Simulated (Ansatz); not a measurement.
Born–Oppenheimer molecular dynamics of ClGaH₄ (6 atoms, charge 0, multiplicity 1). It starts at the highest image of a converged band, a first-order saddle point between two minima.

Computed with RKS PBE-D4/def2-SVP in Ansatz.

| Item | Value |
| --- | --- |
| ensemble | NVE (velocity Verlet) |
| time step | 0.5 fs |
| steps asked | 200 |
| starting velocities drawn for | 300 K |
| seed | 6559 |

First frame:

```xyz
6
Properties=species:S:1:pos:R:3
Ga 0.013 -0.076 -0.004
H 0.015 0.077 1.675
H 1.441 0.132 -0.611
H -1.424 0.071 -0.604
Cl 0.065 -2.457 0.994
H 0.040 -1.140 1.659
```

(1) How far do the bonds stretch over the last three quarters of this one trajectory? (Pairs bonded in most of those frames.)

## Answers

(1) 
```json
{"bond": "Ga1–H2", "mean (Å)": "1.627", "spread (Å)": "0.047", "shortest": "1.55", "longest": "1.71"}
{"bond": "Ga1–H3", "mean (Å)": "1.574", "spread (Å)": "0.007", "shortest": "1.56", "longest": "1.59"}
{"bond": "Ga1–H4", "mean (Å)": "1.577", "spread (Å)": "0.025", "shortest": "1.53", "longest": "1.62"}
{"bond": "Ga1–Cl5", "mean (Å)": "2.696", "spread (Å)": "0.123", "shortest": "2.54", "longest": "2.93"}
{"bond": "Cl5–H6", "mean (Å)": "1.343", "spread (Å)": "0.051", "shortest": "1.26", "longest": "1.44"}
```

Pairs bonded in part of these frames only: Ga1–Cl5 74 %.

Mean temperature of the second half: 235 K. The conserved energy stayed within 0.13 meV per atom of its start (net change 0.039 meV per atom), so the integration is sound. A run of 0.1 ps of so small a system gives no equilibrium averages. The orbitals stay closed-shell, which can raise the energy where a bond breaks towards radicals; this wasn't checked here.

Run time: 5 min on 1 thread of Arm Neoverse V1 (shared host), peak memory 0.11 GiB.
